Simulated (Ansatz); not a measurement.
Species: sum formula BNHF₂, charge 0, multiplicity 2. It need not be the lowest isomer of its formula. 
Structure (B3LYP-D3(BJ)/def2-TZVP (Ansatz, a first-principles code) minimum search):
SMILES: [NH]B(F)F
```xyz
5

B     -0.0107    -0.0006    -0.0004
F      0.5232     1.2131     0.0314
F      0.6650    -0.9648    -0.6110
N     -1.2167    -0.2883     0.7089
H     -2.1236    -0.2137     0.2557
```
Charge 0, spin multiplicity 2.

Basis-set convergence of Hartree-Fock and CCSD(T) correlation energies (hartree) with Ansatz. Cores are frozen in the correlated levels unless marked. UHF or UKS for open shells. No spin-orbit coupling. No relativistic terms.

```csv
basis,functions,E(HF),"E(corr, CCSD(T))"
cc-pVDZ,-,-278.71640,-0.61100
cc-pVTZ,134,___,___
```

Question: Fill in the missing entries.

Answer: 
- cc-pVTZ, E(HF): -278.81676
- cc-pVTZ, E(corr, CCSD(T)): -0.79645
